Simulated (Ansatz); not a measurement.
Job for Ansatz (a program for electronic structure): U-PBE/def2-TZVPP on H3O3Re (SMILES [OH][Re]([OH])[OH]), 2S+1 = 3, a spin state set in the input, which need not be the lowest. Elements past Kr take the def2 small-core potentials; no spin–orbit coupling.

Ansatz 0.2 input:
```yaml
crystal:
  periodic: [false, false, false]
  atoms:
    - {symbol: Re, position_ang: [0.05382957, -0.07167798, -0.10341179]}
    - {symbol: O, position_ang: [-1.21815622, -1.41230167, -0.36951827]}
    - {symbol: H, position_ang: [-2.05388177, -1.29240751, 0.10754600]}
    - {symbol: O, position_ang: [0.16819917, 1.37377194, -1.27976904]}
    - {symbol: H, position_ang: [-0.33408936, 2.16148170, -1.01968978]}
    - {symbol: O, position_ang: [1.22639387, -0.18175941, 1.34601764]}
    - {symbol: H, position_ang: [2.05569681, -0.65271060, 1.16963700]}
basis:
  gaussian:
    orbitals: def2-TZVPP
hamiltonian:
  xc: {name: PBE}
magnetization: {spin_polarized: true, initial_magnetization: 2}
```

Question: Predict the final total energy.

Answer: -305.7470 hartree.

Question: How many basis functions does it have, and what does it roughly cost on one machine?

Answer: 191 functions; about 19 core-seconds (a rough figure).
